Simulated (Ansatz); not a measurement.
Spectroscopic constants of Na$_{2}$-, multiplicity 4 (an upper state: multiplicity 2 came lower at CCSD(T)/def2-TZVPP on PBE0 minima).

Seven points along R, fitted to fifth degree in 1/R; most abundant isotopes. Runs in def2 and cc sets follow the lowest solution found near the PBE0 minimum.

Correlated levels freeze the inner cores; with def2 sets outer-core shells near the valence are correlated too.

Run with Ansatz (a first-principles code). Values without a source in brackets are computed.

Energies at CCSD/def2-TZVPP:

```
R (Å)       E (hartree)
--------  -------------
3.600700  -324.03587856
3.697493  -324.03600700
3.786542  -324.03602225
3.887207  -324.03594003
3.987872  -324.03577021
4.104024  -324.03548611
4.239534  -324.03506125
```

### Question
With a reduced mass of 11.4949 u, find the minimum, the force constant and the constants.

### Answer
A fifth-degree polynomial in 1/R puts the minimum at r_e = 3.7566 Å with force constant 4.83 N/m. Then ω_e = (1/2πc)√(k/μ) = 84 cm⁻¹ and B_e = h/(8π²cμr_e²) = 0.1039 cm⁻¹; the cubic and quartic terms give α_e = 0.0010 and ω_e x_e = 0.55 cm⁻¹.
